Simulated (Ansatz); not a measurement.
Saddle point of GeH5ClO, singlet (GeH₄O ([OH][GeH3]) + HCl → GeH₃Cl ([Cl][GeH3]) + H₂O; bonds formed: Ge1–Cl7, O2–H6; bonds broken: Ge1–O2, H6–Cl7), PBE0-D4/def2-TZVP structure:

```
8
angstrom
Ge -0.3800 -0.7350 0.1417
O 0.4847 1.0628 0.5003
H -1.4750 -0.8412 -0.9195
H 0.5995 -1.8776 0.3766
H -1.1292 -0.4848 1.4872
H 0.9174 1.1454 -0.4135
Cl 1.1043 -0.0601 -1.8563
H -0.1217 1.7905 0.6835
```

Energies are electronic, without zero-point energy. Barriers and step energies count from the start structure reached by relaxing down the imaginary mode; all methods use the PBE0-D4 structures, on which another method's saddle can fall below an end. Ansatz 0.2.0; basis: def2-TZVPP, with def2-QZVPP for the basis limit; cores frozen in the correlated methods. Filled d shells of the heavier atoms are correlated. The def2 sets are not built for correlating such inner shells, so the correlated values are less sure here. B3LYP uses VWN-RPA correlation. Extrapolation: Hartree–Fock as exp(−7.88 √X), correlation as X^−2.97.

```tsv
method	barrier (eV)	step energy (eV)
SPW92	?	-0.308
PBE-D4	?	-0.403
BLYP-D4	0.627	-0.366
r2SCAN-D4	0.575	-0.407
B97M-V	0.642	-0.428
PBE0-D4	?	-0.443
B3LYP-D4	0.666	-0.399
r2SCAN0-D4	0.607	-0.445
BHLYP-D4	0.719	-0.441
CAM-B3LYP-D4	0.717	-0.361
wB97X-V	0.688	-0.418
wB97M-V	0.614	-0.451
B2PLYP	0.730	-0.380
PBE-QIDH	0.661	-0.431
RPA on PBE	0.798	-0.376
HF	0.940	-0.488
MP2	0.739	-0.392
CCSD	0.808	-0.408
CCSD(T)	0.762	-0.394
```

Problem. Fill in the withheld barriers. (An estimate is asked for; the value comes from the calculation.)

Solution. By the calculation: PBE0-D4 0.578; PBE-D4 0.519; SPW92 0.362 eV. Each is the energy of the saddle less that of the start structure, by the same method.

For comparison, the barrier by CCSD(T) at an estimated basis limit (MP2 extrapolated from triple and quadruple zeta, plus CCSD(T) − MP2 in triple zeta) is 0.717 eV.

No T1 diagnostic of these runs exceeds 0.012.

Hydrogen chloride, the by-product of chloride precursors, can attack films and sites by steps of this kind.

Labels in which every atom is bracketed show which atoms are joined, not bond orders.

For scale, one of the runs: CCSD(T)/def2-TZVPP, 191 basis functions, launched by `ansatz run in.yaml --threads 4 --pin off --events-out ev --progress --plain --max-ram 9574MiB`. The run took 50 s on 4 CPU threads of an Arm Neoverse V1 (shared host), with 2.1 GiB of host memory at its peak.
